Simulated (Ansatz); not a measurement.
Reaction (atomization): `C1[O][GeH2][Se]1` → C• + Ge• + 4 H• + O• + Se•

Program: Ansatz. Geometries: PBE0-D4/def2-TZVP. ΔE: electronic, gas phase. CBS: MP2 limit from def2 TZ/QZ plus the TZ coupled-cluster correction, frozen cores. This one scheme is used for every species, atoms too. DFT in def2-TZVPP. No spin–orbit coupling; open shells (•) take unrestricted orbitals. Spin–orbit coupling would lower the free atoms: a little for C, O; clearly for Ge, Se. For Ge, Se outer-core shells are correlated without core-valence functions, so the limit isn't a true one: a few kJ/mol of doubt a bond, and 10 to 20 or more in all where bonds break to atoms. Scalar relativity is left out up to krypton.

Problem. What is ΔE at CCSD(T)/CBS? (An estimate is asked.)

Solution. The calculation gave: +27.29 eV.

Problem. What do these levels give: PBE-D4, r2SCAN, PBE0, CCSD(T)/def2-TZVPP, MP2/def2-QZVPP, HF/CBS(def2)? (Best estimate.)

Solution. Computed: PBE-D4 27.73, r2SCAN 27.24, PBE0 26.93, CCSD(T)/def2-TZVPP 26.55, MP2/def2-QZVPP 27.48, HF/CBS(def2) 18.30 eV.

Largest T1 diagnostic among the species: 0.011.

From PBE to PBE0 (25 % exact exchange), in def2-TZVPP and without D4, ΔE moves by −0.61 eV: exact exchange takes away binding that semilocal exchange gives to molecules. In def2-TZVPP, CCSD(T) changes the Hartree–Fock value by +8.26 eV (the triples alone add +0.57 eV) and MP2 by +8.76 eV; breaking electron pairs costs correlation energy, which Hartree–Fock lacks.

For atomizations the MP2-based limit and the directly extrapolated one differ by several kJ/mol either way, and by 10 to 25 for some Ge, Se and Sn compounds, so smaller differences from it don't rank the levels.
